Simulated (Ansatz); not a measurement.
`[CH3][Al-]([OH2+])([Cl])[Cl]`. The species carries charge 0 and has multiplicity 1.

Cartesian coordinates in Å:
```
C 0.0498 1.1777 1.1119
Al -0.4828 -0.3731 0.0866
O 0.8125 -0.6330 -1.3866
Cl -0.1804 -2.3144 0.9290
Cl -2.1824 -0.2188 -1.2007
H 0.0597 2.0818 0.4971
H 1.0450 1.0497 1.5464
H -0.6458 1.3529 1.9375
H 1.1970 -1.5167 -1.2979
H 0.3272 -0.6060 -2.2234
```

Q: What are the harmonic wavenumbers in cm⁻¹ at PBE0-D4/def2-TZVP (Ansatz, finite differences of forces, unscaled)? (An estimate is asked.)

A: Ansatz gave: 87, 118, 125, 154, 169, 192, 214, 403, 411, 498, 553, 654, 674, 700, 736, 1228, 1441, 1445, 1619, 3044, 3126, 3130, 3751, 3839.

Q: Is this a minimum?

A: Yes, all 24 modes are real.

Q: Give the ideal-gas thermochemistry at 298.15 K and 1 bar (rigid rotor, harmonic oscillator; point group Cs, symmetry number 1).

A: Zero-point energy 169.3 kJ/mol; H(298) − E = 195.1 kJ/mol; entropy 387.4 J/(mol·K), of which translation 169.7, rotation 119.1, vibration 98.7; G(298) − E = 79.6 kJ/mol. Modes under 100 cm⁻¹ are hindered rotations or soft bends, so the harmonic entropy is rough.
